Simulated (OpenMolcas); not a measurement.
A calculation on F V.

| Item | Value |
| --- | --- |
| Program | OpenMolcas 26.06 |
| Method | SS-CASPT2, IPEA 0.25 Eh, imaginary shift 0.1 Eh (closed shells correlated: 1s) |
| Basis | ANO-RCC-VQZP [5s4p3d2f1g] |
| Scalar Hamiltonian | DKH2, point nucleus |
| Active space | 3 electrons in 4 orbitals (2s 2p) |
| State averaging | 2S+1 = 4 odd, 1 root; 2S+1 = 2 odd, 11 roots (8 in the spin-orbit step); 2S+1 = 4 even, 3 roots; 2S+1 = 2 even, 9 roots |
| Spin-orbit coupling | state interaction with AMFI integrals over the reference wave functions, term energies averaged over their components |

Problem. Which level of the active space comes out lowest?

Solution. 2s² 2p ²P°_1/2, with 100 % of that term; it is also the measured ground level.

Problem. How high does 2s 2p² ²P_3/2 lie?

Solution. 216760 cm⁻¹ above the lowest level; measured 215348 cm⁻¹ above the ground level, so the calculation is off by +1 %.

Problem. How high does 2s 2p² ²D_5/2 lie?

Solution. 152860 cm⁻¹ above the lowest level; measured 152876 cm⁻¹ above the ground level, so the calculation is off by 0 %.

Problem. How high does 2s 2p² ⁴P_5/2 lie?

Solution. 85160 cm⁻¹ above the lowest level.

Measured values: Moore, Atomic Energy Levels, vol. I, NSRDS-NBS 35 (1971 reprint of NBS Circular 467, 1949).

Measured partners are found by configuration, term and J. A level has none where our copy of the source lacks it or the pairing is in doubt (some pairs that miss far off the trend of their configuration count as doubtful), and it then counts in no deviation. Levels of configurations outside the active space are missing.

° marks odd parity.
